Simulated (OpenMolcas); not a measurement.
**Au3+: input and output**

Input:

```
&GATEWAY
Coord
1

Au 0.0 0.0 0.0
Basis=ANO-RCC-VTZP
Group=XYZ
NoMove
AngMom=0.0 0.0 0.0
AMFI
&SEWARD
&RASSCF
FileOrb=start.orb
Symmetry=1
Spin=3
nActEl=8 0 0
Inactive=15 19
Ras2=5 0
CIRoot=10 10 1
SDav=10
CIMx=300
Iter=120 100
PrWF=0.3
OrbListing=Nothing
MaxOrb=0
Atom
>>> COPY $Project.JobIph JOB001
&RASSCF
FileOrb=start.orb
Symmetry=1
Spin=1
nActEl=8 0 0
Inactive=15 19
Ras2=5 0
CIRoot=15 15 1
SDav=15
CIMx=300
Iter=120 100
PrWF=0.3
OrbListing=Nothing
MaxOrb=0
Atom
CIOnly
>>> COPY $Project.JobIph JOB002
&RASSI
NrOfJobIphs=2 10 15
1 2 3 4 5 6 7 8 9 10
1 2 3 4 5 6 7 8 9 10 11 12 13 14 15
IphNames
JOB001
JOB002
EJob
SpinOrbit
DIPRint=1.0
SOCoupling=1000.0
Subsets=2
MEES
Property=10
'ANGMOM' 1 'ANGMOM' 2 'ANGMOM' 3 'MLTPL  1' 1 'MLTPL  1' 2 'MLTPL  1' 3
'AMFI' 1 'AMFI' 2 'AMFI' 3 'MLTPL  2' 6
SOProperty=3
'ANGMOM' 1 'ANGMOM' 2 'ANGMOM' 3
```

Launched by
```bash
OMP_NUM_THREADS=1 MOLCAS_MEM=1689 MOLCAS_PROJECT=a pymolcas a.inp > a.log  # once for each step of the input, in one work folder
```

A driver script runs the steps one by one and writes start.orb anew before each from the orbitals found so far, so a CI-only block uses the converged orbitals of the first block.

Output, cut to the results:

```
--- SEWARD ---
Basis set label: AU.ANO-RCC...8S7P5D3F1G.

      Electronic valence basis set:
      ------------------
      Associated Effective Charge  79.000000 au
      Associated Actual Charge     79.000000 au
      Nuclear Model: Point charge

      Shell  nPrim  nBasis  Cartesian Spherical Contaminant
         s      24       8        X
         p      21       7        X
         d      15       5                 X
         f      11       3                 X
         g       4       1                 X
                  Relativistic Douglas-Kroll-Hess integrals:
                    - DKH order of Hamiltonian: 2
                    - DKH order of Properties : 0
                  Atomic mean-field integrals
--- RASSCF ---
Wave function specifications:
      -----------------------------

      Number of closed shell electrons          68
      Number of electrons in active shells       8
      Max number of holes in RAS1 space          0
      Max nr of electrons in RAS3 space          0
      Number of inactive orbitals               34
      Number of active orbitals                  5
      Number of secondary orbitals              45
      Spin quantum number                      1.0
      State symmetry                             1
Orbital specifications:
      -----------------------

      Symmetry species                           1   2
                                                ag  au
      Frozen orbitals                            0   0
      Inactive orbitals                         15  19
      Active orbitals                            5   0
      RAS1 orbitals                              0   0
      RAS2 orbitals                              5   0
      RAS3 orbitals                              0   0
      Secondary orbitals                        22  23
      Deleted orbitals                           0   0
      Number of basis functions                 42  42
      Number of CSFs                            10
      Number of root(s) required                10
      Iter CI   SX   CI       RASSCF       Energy    max ROT     max BLB   max BLB  Level Ln srch  Step   QN
          iter iter root      energy       change     param      element    value   shift minimum  type update
 Nr of preliminary CI iterations:   1
      Total energies have been shifted. Add               -18000.00 au
        1   1    8    0  -991.21168363    0.00E+00   1.36E-01*  17  25 1  4.19E-01*  0.00   0.00    SX    NO
        2   1    9    0  -991.45918856   -2.48E-01* -2.57E-02   19  25 2  1.44E-01*  0.00   0.00    SX    NO
        3   1    8    0  -991.48309601   -2.39E-02*  2.12E-02   12  38 2 -8.83E-02*  0.00   0.00    SX    NO
        4   1    8    0  -991.49068577   -7.59E-03*  1.28E-02   10  36 2  5.46E-02*  0.00   0.00    SX    NO
        5   1    8    0  -991.49374174   -3.06E-03*  5.06E-03   10  36 2 -3.63E-02*  0.00   0.60    QN   YES
        6   1    6    0  -991.49608654   -2.34E-03*  1.83E-04   12  31 2  1.24E-03*  0.00   1.03    QN   YES
        7   1    5    0  -991.49608900   -2.46E-06*  4.08E-06   19  25 2  2.03E-05   0.00   1.00    QN   YES
        8   1    3    0  -991.49608900   -5.86E-10   4.05E-07   19  25 2  3.43E-06   0.00   1.09    QN   YES
      Convergence after  8 iterations
        9   1    3    0  -991.49608900   -8.37E-11   4.05E-07   20  33 1 -9.97E-08   0.00   1.09    QN   YES
      Natural orbitals and occupation numbers for root  1
      sym 1:   1.192289   1.807711   2.000000   1.807711   1.192289
      Natural orbitals and occupation numbers for root  2
      sym 1:   1.692678   2.000000   1.692678   1.307322   1.307322
      Natural orbitals and occupation numbers for root  3
      sym 1:   1.253048   2.000000   1.746952   1.253048   1.746952
::    RASSCF root number  1 Total energy: -18991.51530864
::    RASSCF root number  2 Total energy: -18991.51530864
::    RASSCF root number  3 Total energy: -18991.51530864
::    RASSCF root number  4 Total energy: -18991.51530864
::    RASSCF root number  5 Total energy: -18991.51530864
::    RASSCF root number  6 Total energy: -18991.51530864
::    RASSCF root number  7 Total energy: -18991.51530864
::    RASSCF root number  8 Total energy: -18991.45124317
::    RASSCF root number  9 Total energy: -18991.45124317
::    RASSCF root number 10 Total energy: -18991.45124317
--- RASSCF ---
Wave function specifications:
      -----------------------------

      Number of closed shell electrons          68
...
--- RASSI ---
SPIN-FREE ENERGIES:
  (Shifted by EMIN (a.u.) =     -18991.5153086428)

 SF State       Relative EMIN(au)   Rel lowest level(eV)    D:o, cm**(-1)      L_eff

     1             0.0000000000        0.0000000000              0.0000         3.0
     2             0.0000000000        0.0000000000              0.0000         3.0
     3             0.0000000000        0.0000000000              0.0000         3.0
     4             0.0000000000        0.0000000000              0.0000         3.0
     5             0.0000000000        0.0000000000              0.0000         3.0
     6             0.0000000000        0.0000000000              0.0000         3.0
     7             0.0000000000        0.0000000000              0.0000         3.0
    11             0.0564508759        1.5361065880          12389.5352         2.0
    12             0.0564508759        1.5361065880          12389.5352         2.0
    13             0.0564508759        1.5361065880          12389.5352         2.0
    14             0.0564508759        1.5361065880          12389.5352         2.0
    15             0.0564508759        1.5361065880          12389.5352         2.0
    10             0.0640654751        1.7433103875          14060.7465         1.0
     8             0.0640654751        1.7433103875          14060.7465         1.0
     9             0.0640654751        1.7433103875          14060.7465         1.0
    16             0.0863480976        2.3496514345          18951.2169         4.0
    17             0.0863480976        2.3496514345          18951.2169         4.0
    18             0.0863480976        2.3496514345          18951.2169         4.0
    19             0.0863480976        2.3496514345          18951.2169         4.0
    20             0.0863480976        2.3496514345          18951.2169         4.0
    21             0.0863480976        2.3496514345          18951.2169         4.0
...
```

Levels above the lowest, from the spin-orbit matrix, grouped by J:

| Configuration | Term | J | E (cm⁻¹) | Measured (cm⁻¹) | Term weight % | Second |
| --- | --- | --- | --- | --- | --- | --- |
| 5d⁸ | ³F | 4 | 0.0 | 0.0 | 96 | 4 ¹G |
| 5d⁸ | ¹D | 2 | 9421 |  | 48 | 28 ³F |
| 5d⁸ | ³F | 3 | 12365 | 12294 | 100 |  |
| 5d⁸ | ³P | 2 | 20802 |  | 53 | 47 ³F |
| 5d⁸ | ³P | 0 | 23577 | 18185 | 86 | 14 ¹S |
| 5d⁸ | ³P | 1 | 26426 | 21490 | 100 |  |
| 5d⁸ | ¹G | 4 | 29613 | 25702 | 96 | 4 ³F |
| 5d⁸ | ¹D | 2 | 33322 |  | 52 | 25 ³F |
| 5d⁸ | ¹S | 0 | 62795 | 55278 | 86 | 14 ³P |

Against the 5 measured excited levels shown (Zainab et al., Astrophys. J. Suppl. Ser. 267, 12 (2023)) the mean absolute deviation is 4400 cm-1; the largest miss in energy is 5d⁸ ¹S₀: computed 62795, measured 55278 cm⁻¹ (+13.6 %), and the largest in proportion 5d⁸ ³P₀ (+29.7 %).

Without dynamic correlation excited terms often stand tens of per cent too high (terms of higher spin than the ground term too low), and those without a measured partner can miss by more than the paired ones. Terms from blocks run as CI alone lack orbitals of their own. Measured partners are found by configuration, term and J. A level has none where our copy of the source lacks it or the pairing is in doubt (some pairs that miss far off the trend of their configuration count as doubtful), and it then counts in no deviation. Levels of configurations outside the active space are missing.

The RASSCF and RASSI steps took 3.4 s on 1 thread of Intel(R) Xeon(R) 6975P-C (Granite Rapids), on a shared host; the integral step is not counted.

The term weight is that of the spin-free term in the level, not the purity of its configuration.
